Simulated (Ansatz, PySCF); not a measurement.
Species: ethenyl(trihydroxy)silane, C2H6O3Si, net charge 0, singlet state. SMILES: C=C[Si](O)(O)O
Coordinates optimised at B3LYP-D3(BJ)/def2-TZVP (Ansatz, a program for electronic structure):
```
Si
O 1 1.6377
H 2 0.9611 1 117.51
O 1 1.6413 2 107.22 3 -41.25
H 4 0.9604 1 117.47 2 156.69
O 1 1.6481 2 114.07 3 74.78
H 6 0.9603 1 117.82 2 60.03
C 1 1.8493 2 105.74 3 -163.41
C 8 1.3318 1 123.73 2 -136.78
H 9 1.0849 8 122.38 1 -179.07
H 9 1.0850 10 115.91 8 -179.69
H 8 1.0874 9 118.09 10 0.04
```
Charge 0, spin multiplicity 1.

Harmonic wavenumbers (cm⁻¹) at B3LYP/6-31G* (Ansatz, at its own minimum) and at B3LYP-D3(BJ)/def2-TZVP (PySCF, at the structure above). 6-31G* holds six Cartesian d functions. Modes are numbered in rising order, 30 in all, and paired by that order; shown are modes over 250 cm⁻¹ that lie over 6 % from every other mode at both levels, one of each degenerate set, at most eight drawn at random. The second level is harmonic too, so this factor is not the one that brings values to measured fundamentals.

```json
[
 {"mode": "6", "B3LYP/6-31G* (x)": "288", "B3LYP-D3(BJ)/def2-TZVP (y)": "284"},
 {"mode": "9", "B3LYP/6-31G* (x)": "389", "B3LYP-D3(BJ)/def2-TZVP (y)": "371"},
 {"mode": "10", "B3LYP/6-31G* (x)": "424", "B3LYP-D3(BJ)/def2-TZVP (y)": "424"},
 {"mode": "11", "B3LYP/6-31G* (x)": "561", "B3LYP-D3(BJ)/def2-TZVP (y)": "562"},
 {"mode": "12", "B3LYP/6-31G* (x)": "662", "B3LYP-D3(BJ)/def2-TZVP (y)": "667"},
 {"mode": "22", "B3LYP/6-31G* (x)": "1304", "B3LYP-D3(BJ)/def2-TZVP (y)": "1304"},
 {"mode": "23", "B3LYP/6-31G* (x)": "1465", "B3LYP-D3(BJ)/def2-TZVP (y)": "1452"}
]
```

### Question
Fit one scale factor, y = λ·x, by least squares, and use it for mode 24, which lies at 1683 cm⁻¹ at B3LYP/6-31G*.

### Answer
λ = Σxy/Σx² = 4990319/5013647 = 0.9953; the rows scatter about it by 8 cm⁻¹ (root mean square). Prediction for mode 24: 1675 cm⁻¹. It lies outside the range of the table, so the fit extrapolates. The wavenumber at B3LYP-D3(BJ)/def2-TZVP is 1663 cm⁻¹, so the fit misses by +12 cm⁻¹, against +20 cm⁻¹ without it. The fit is meant for this molecule alone.
